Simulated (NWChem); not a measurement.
Everything below was run with NWChem. System: trimethylsulfonium (C₃H₉S (+1)), charge 1, spin multiplicity 1, at a geometry optimised with PBE/def2-SVP. Level: RI-MP2/cc-pVDZ, 8 core orbitals frozen.

NWChem printed:

```
             Northwest Computational Chemistry Package (NWChem) 7.3.0
             --------------------------------------------------------

                                NWChem Input Module
                                -------------------

 Scaling coordinates for geometry "geometry" by  1.889725989
 (inverse scale =  0.529177249)

 Turning off AUTOSYM since
 SYMMETRY directive was detected!

                             Geometry "geometry" -> ""
                             -------------------------

 Output coordinates in angstroms (scale by  1.889725989 to convert to a.u.)

  No.       Tag          Charge          X              Y              Z
 ---- ---------------- ---------- -------------- -------------- --------------
    1 C                    6.0000    -0.00492000    -0.85998700     1.41832400
    2 S                   16.0000    -0.49031200     0.16069800     0.00000000
    3 C                    6.0000    -0.00492000    -0.85998700    -1.41832400
    4 C                    6.0000     0.76034800     1.47405700     0.00000000
    5 H                    1.0000     1.05773400    -1.16021500     1.34179600
    6 H                    1.0000    -0.67265100    -1.74300900     1.42545500
    7 H                    1.0000    -0.18771100    -0.25719300     2.32874100
    8 H                    1.0000     1.05773400    -1.16021500    -1.34179600
    9 H                    1.0000    -0.18771100    -0.25719300    -2.32874100
   10 H                    1.0000    -0.67265100    -1.74300900    -1.42545500
   11 H                    1.0000     1.78062500     1.04494800     0.00000000
   12 H                    1.0000     0.58328700     2.09011100    -0.90264100
   13 H                    1.0000     0.58328700     2.09011100     0.90264100

 Effective nuclear repulsion energy (a.u.)     186.0240332095

            Nuclear Dipole moment (a.u.)
            ----------------------------
        X                 Y               Z
 ---------------- ---------------- ----------------
    -0.0000018897     0.0000037795    -0.0000000000

      Symmetry information
      --------------------

 Group name             Cs
 Group number              2
 Group order               2
 No. of unique centers     8

      Symmetry unique atoms

     1    2    4    5    6    7   11   12


 Summary of "ao basis" -> "" (spherical)
 ------------------------------------------------------------------------------
       Tag                 Description            Shells   Functions and Types
[...]
     1   0 1 0     -0.120783      0.000000      0.000004
     1   0 0 1     -0.000000      0.000000     -0.000000

     2   2 0 0    -22.624441      0.000000     51.350560
     2   1 1 0      1.696405      0.000000     34.999424
     2   1 0 1     -0.000000      0.000000      0.000000
     2   0 2 0    -18.004816      0.000000    146.609605
     2   0 1 1     -0.000000      0.000000     -0.000000
     2   0 0 2    -17.447233      0.000000    158.126668

                               NWChem RI-MP2 Module
                               --------------------

 Summary of "ri-mp2 basis" -> "ri-mp2 basis" (spherical)
 ------------------------------------------------------------------------------
       Tag                 Description            Shells   Functions and Types
 ---------------- ------------------------------  ------  ---------------------
 C                         cc-pvdz-ri               18       56   7s5p4d2f
 S                         cc-pvdz-ri               24       76   9s7p5d3f
 H                         cc-pvdz-ri                6       14   3s2p1d

 SCF Reference Information:
            File: './mol.movecs'
           Title: ''
    Size (AOxMO):    105 x    105
       Total Occ:              42.00
 RI-MP2 Calculation Information:
          Nr. of AO basis functions:        105
     Nr. of fitting basis functions:        370
               Nr. of MO spin cases:          1
        Nr. of MOs to be correlated:         97
     Nr. of occupied MOs correlated:         13
      Nr. of virtual MOs correlated:         84

          RI integral approximation: 'V'
    Threshold for Schwarz screening:  1.000E-09
 Smallest eigenvalue retained in fit  1.000E-08
    Type of storage for MO integrals 'EAF library'

 Transformation block size   13, requiring     1 integral passes.
 XForm_3cInts: Completed     1:   13 pass.
 Energy evaluation using block sizes    13   13
 RIMP2_V_E2: Approx. ints. done (    1:   13,    1:   13)
 RIMP2_V_E2: Copy to B done (    1:   13,    1:   13)
 RIMP2_V_E2: Denominators done (    1:   13,    1:   13)
 RIMP2_V_E2: Completed block (    1:   13,    1:   13)

          -------------------------------------------
          SCF energy                -516.135358297235
          Correlation energy          -0.571855203621
          Total MP2 energy          -516.707213500856
          -------------------------------------------

 -----------------------
 Performance information
 -----------------------

 Timer overhead =  1.24D-07 seconds/call

               Nr. of calls         CPU time (s)                 Wall time (s)                GFlops
             ---------------    -------------------     ------------------------------   -------------------
Name         Min   Avg   Max    Min     Avg     Max     Min     Avg     Max   Mx/calls   Min     Max     Sum
Overall       1     1     1    4.8     4.8     4.8      4.8     4.8     4.8     4.8      0.0     0.0     0.0
3c integr     1     1     1    1.1     1.1     1.1      1.1     1.1     1.1     1.1      0.0     0.0     0.0
Energy        1     1     1   0.18    0.18    0.18     0.18    0.18    0.18    0.18      0.0     0.0     0.0
3c integr     1     1     1    1.1     1.1     1.1      1.1     1.1     1.1     1.1      0.0     0.0     0.0
First 2/3     3     3     3   1.08E-2 1.08E-2 1.08E-2  1.08E-2 1.08E-2 1.08E-2 3.60E-3   0.0     0.0     0.0
Final 1/3     1     1     1   1.33E-2 1.33E-2 1.33E-2  1.33E-2 1.33E-2 1.33E-2 1.33E-2   0.0     0.0     0.0
Write 3c      1     1     1   1.30E-3 1.30E-3 1.30E-3  1.30E-3 1.30E-3 1.30E-3 1.30E-3   0.0     0.0     0.0
Read 3c i     1     1     1   1.20E-3 1.20E-3 1.20E-3  1.20E-3 1.20E-3 1.20E-3 1.20E-3   0.0     0.0     0.0
Fitting b     1     1     1   0.11    0.11    0.11     0.11    0.11    0.11    0.11      0.0     0.0     0.0
Schwarz i     1     1     1   1.65E-2 1.65E-2 1.65E-2  1.65E-2 1.65E-2 1.65E-2 1.65E-2   0.0     0.0     0.0
Form 4ci      1     1     1   3.82E-2 3.82E-2 3.82E-2  3.82E-2 3.82E-2 3.82E-2 3.82E-2   0.0     0.0     0.0
Form A &      1     1     1   0.13    0.13    0.13     0.13    0.13    0.13    0.13      0.0     0.0     0.0
Denominat     1     1     1   1.07E-3 1.07E-3 1.07E-3  1.07E-3 1.07E-3 1.07E-3 1.07E-3   0.0     0.0     0.0
Pair Ener     1     1     1   3.99E-3 3.99E-3 3.99E-3  3.99E-3 3.99E-3 3.99E-3 3.99E-3   0.0     0.0     0.0

 The average no. of pstat calls per process was 1.60D+01
 with a timing overhead of 1.99D-06s

 Task  times  cpu:        4.8s     wall:        4.8s

 Total times  cpu:        4.8s     wall:        4.8s
```

Problem. Write an NWChem input that would produce this output.

Solution. This is not unique; one that fits is 
```
start mol
memory heap 200 mb stack 900 mb global 1100 mb
charge 1
geometry units angstroms nocenter noautoz
  C     -0.004920    -0.859987     1.418324
  S     -0.490312     0.160698     0.000000
  C     -0.004920    -0.859987    -1.418324
  C      0.760348     1.474057     0.000000
  H      1.057734    -1.160215     1.341796
  H     -0.672651    -1.743009     1.425455
  H     -0.187711    -0.257193     2.328741
  H      1.057734    -1.160215    -1.341796
  H     -0.187711    -0.257193    -2.328741
  H     -0.672651    -1.743009    -1.425455
  H      1.780625     1.044948     0.000000
  H      0.583287     2.090111    -0.902641
  H      0.583287     2.090111     0.902641
  symmetry group Cs
end
basis spherical
  * library cc-pvdz
end
basis "ri-mp2 basis" spherical
  * library cc-pvdz-ri
end
scf
  rhf
  nopen 0
  maxiter 100
  thresh 1e-7
  semidirect memsize 60000000 filesize 0
end
mp2
  freeze core 8
end
task rimp2 energy
```
